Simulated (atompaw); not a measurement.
## u(r) = r·R(r): atom against pseudo-atom (As (Z = 33))

Columns: radius, all-electron u(r) and pseudo u(r) of the 3p shell (level -133.68 eV) of arsenic in the configuration [Ne] 3s2 3p6 3d10 4s2 4p3; PBE, scalar-relativistic, PAW (atompaw) scheme, atompaw 4.2.0.5.

| r (bohr) | all-electron | pseudo |
| --- | --- | --- |
| 0.044 | -0.3833 | 0.0279 |
| 0.088 | -0.7082 | 0.1090 |
| 0.133 | -0.6780 | 0.2396 |
| 0.177 | -0.3979 | 0.4025 |
| 0.221 | -0.0117 | 0.5862 |
| 0.265 | 0.3803 | 0.7755 |
| 0.310 | 0.7294 | 0.9592 |
| 0.354 | 0.9967 | 1.1160 |
| 0.398 | 1.1866 | 1.2400 |
| 0.442 | 1.3058 | 1.3255 |
| 0.487 | 1.3659 | 1.3714 |
| 0.531 | 1.3772 | 1.3782 |
| 0.575 | 1.3530 | 1.3531 |
| 0.619 | 1.3035 | 1.3035 |
| 0.663 | 1.2369 | 1.2369 |
| 0.708 | 1.1579 | 1.1579 |
| 0.752 | 1.0749 | 1.0749 |
| 0.796 | 0.9900 | 0.9900 |
| 0.840 | 0.9059 | 0.9059 |
| 0.885 | 0.8226 | 0.8226 |
| 0.929 | 0.7450 | 0.7450 |
| 0.973 | 0.6722 | 0.6722 |
| 1.017 | 0.6043 | 0.6043 |
| 1.062 | 0.5404 | 0.5404 |
| 1.106 | 0.4832 | 0.4832 |
| 1.150 | 0.4311 | 0.4311 |

Question: How many radial nodes do the two functions have?

Answer: The all-electron 3p function has n − l − 1 = 1; the pseudo-wave has 0, since the states of the same l below it are removed with the core.

Question: At about which radius was the pseudo-wave matched?

Answer: 0.65 bohr. The columns agree to 0.0005 from 0.57 bohr on; several derivatives are matched, so the curves merge somewhat inside the radius.

Question: Where does each function peak?

Answer: Outermost all-electron maximum near 0.53 bohr, pseudo maximum near 0.53 bohr (to the table’s step).

Question: Is the pseudo-wave norm-conserving?

Answer: No, it belongs to a PAW set: the norm inside the radius is not constrained, and the difference is carried by the augmentation charge.
